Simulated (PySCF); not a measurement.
Simulated outer-valence photoelectron spectrum of `[F][GeH2][SiH3]`. The calculation used EOM-IP-CCSD/aug-cc-pVDZ in PySCF, restricted Hartree–Fock reference, frozen core, non-relativistic, gas phase, PBE0-D3(BJ)/def2-SVP geometry.

Each root has a Gaussian of 0.5 eV full width with its one-hole share as area; cross sections and vibrations are left out, and the highest printed point is 100.

(ionisation energy (eV), intensity): (10.0, 0), (10.2, 4), (10.4, 20), (10.6, 45), (10.8, 40), (11.0, 15), (11.2, 2), (11.4, 0), (11.6, 4), (11.8, 20), (12.0, 44), (12.2, 41), (12.4, 25), (12.6, 48), (12.8, 88), (13.0, 74), (13.2, 27), (13.4, 4), (13.6, 1), (13.8, 5), (14.0, 23), (14.2, 54), (14.4, 80), (14.6, 100), (14.8, 77), (15.0, 28), (15.2, 4), (15.4, 0), (15.6, 0), (15.8, 0), (16.0, 0), (16.2, 0), (16.4, 0), (16.6, 0), (16.8, 0), (17.0, 3), (17.2, 15), (17.4, 38), (17.6, 39), (17.8, 16), (18.0, 3), (18.2, 0)

Problem. Where are the maxima, and how many lines lie under the curve?

Solution. 5 maxima, at 10.7, 12.1, 12.9, 14.6 and 17.5 eV, from 8 lines. At this width some lines have no maximum of their own.

Problem. List the lines with their holes.

Solution. 
```csv
E (eV),leading hole (HF orbital),area,Koopmans (eV)
10.68,HOMO,0.96,11.22
12.08,HOMO-1,0.94,12.89
12.81,HOMO-2,0.94,13.54
12.91,HOMO-3,0.94,13.71
14.26,HOMO-4,0.94,16.08
14.63,HOMO-6,0.94,16.95
14.70,HOMO-5,0.93,16.92
17.50,HOMO-7,0.86,19.26
```

The widest gap, 2.80 eV, lies between 14.70 and 17.50 eV. Only orbitals with −ε under 21 eV, eight at most, were ionised, so the high end of the curve may lack lines.
